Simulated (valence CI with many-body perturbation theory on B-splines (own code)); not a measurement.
**From CI to CI+MBPT in Eu⁵⁰⁺**

Computed by configuration interaction combined with many-body perturbation theory (CI+MBPT): three valence electrons over a frozen Dirac-Fock core [Ne], a basis of 11 s, 11 p, 9 d, 7 f, 5 g, 2 h, 1 i functions for each j, with the one-electron correlation potential Σ1 (screened to all orders), the two-electron term Σ2, the three-electron term Σ3, Breit, model QED; selected single and double excitations, second order for the rest (own B-spline code, finite nucleus).

The last digits are not significant, and no measured levels were compared; by estimate large intervals hold to a few tenths of a per cent, small ones and those within an open d or f shell to about a per cent.

Each rung adds one term. CI alone is the Dirac-Coulomb CI over the frozen core; QED comes last and gives the full result, which names the levels. Energies are above (3s^2 3p1/2) J=1/2 on the same rung, in eV.

Levels are named by their leading jj configuration (3d3/2^4 stands for four electrons in 3d with j = 3/2), which in mixed levels can hold well under half, so a name can repeat and another be missing. Letters in brackets count levels of one name in rising energy.

```
                     Level  CI alone      Σ1      Σ2      Σ3   Breit     QED    Full
        (3s 3p1/2^2) J=1/2    129.95  -0.250  -0.023  +0.012  +2.281  -2.565  129.41
        (3s^2 3p3/2) J=3/2    171.73  +0.122  +0.068  +0.001  -2.241  +0.229  169.91
(3s 3p1/2 3p3/2) J=3/2 [a]    278.15  -0.128  +0.260  +0.029  +0.028  -2.299  276.04
    (3s 3p1/2 3p3/2) J=5/2    292.99  -0.123  +0.140  +0.021  -0.472  -2.260  290.29
(3s 3p1/2 3p3/2) J=3/2 [b]    311.28  -0.122  -0.050  +0.016  -0.572  -1.998  308.56
    (3s 3p1/2 3p3/2) J=1/2    319.71  -0.128  -0.421  +0.001  +0.080  -2.339  316.90
        (3s^2 3d3/2) J=3/2    363.26  -0.102  -0.568  -0.038  -2.540  -0.534  359.48
        (3s^2 3d5/2) J=5/2    395.26  +0.009  -0.282  -0.024  -4.093  -0.202  390.67
     (3p1/2^2 3p3/2) J=3/2    440.99  -0.364  -0.153  +0.036  +1.434  -4.279  437.67
(3s 3p1/2 3d3/2) J=3/2 [a]    455.28  -0.350  -0.034  +0.003  -0.375  -3.014  451.51
        (3s 3p3/2^2) J=5/2    462.88  -0.004  +0.062  +0.005  -2.478  -1.989  458.48
    (3s 3p1/2 3d3/2) J=5/2    466.14  -0.345  -0.063  +0.005  -1.067  -2.723  461.95
    (3s 3p1/2 3d3/2) J=1/2    487.30  -0.346  -0.464  -0.019  -0.588  -2.711  483.17
(3s 3p1/2 3d3/2) J=3/2 [b]    490.80  -0.337  -0.465  -0.037  -0.700  -2.806  486.46
        (3s 3p3/2^2) J=1/2    491.51  -0.003  -0.127  -0.004  -2.055  -2.075  487.25
        (3s 3p3/2^2) J=3/2    497.66  -0.004  -0.428  -0.003  -2.303  -2.083  492.84
(3s 3p1/2 3d5/2) J=5/2 [a]    506.42  -0.239  -0.175  -0.020  -1.919  -2.614  501.45
    (3s 3p1/2 3d5/2) J=7/2    516.75  -0.236  -0.219  -0.011  -2.463  -2.605  511.22
(3s 3p1/2 3d5/2) J=5/2 [b]    525.57  -0.240  -0.270  -0.047  -2.100  -2.655  520.26
```

The middle columns are the shifts that each term adds.

Question: How does the ionisation energy move along the ladder, and which term matters most?

Answer: CI alone 4519.2, + Σ1 4520.3, + Σ2 4520.2, + Σ3 4520.1, + Breit 4514.7, + QED 4514.7 eV. The largest step is Breit, -5.5 eV. NIST lists 4513 ± 4 eV (theoretical).
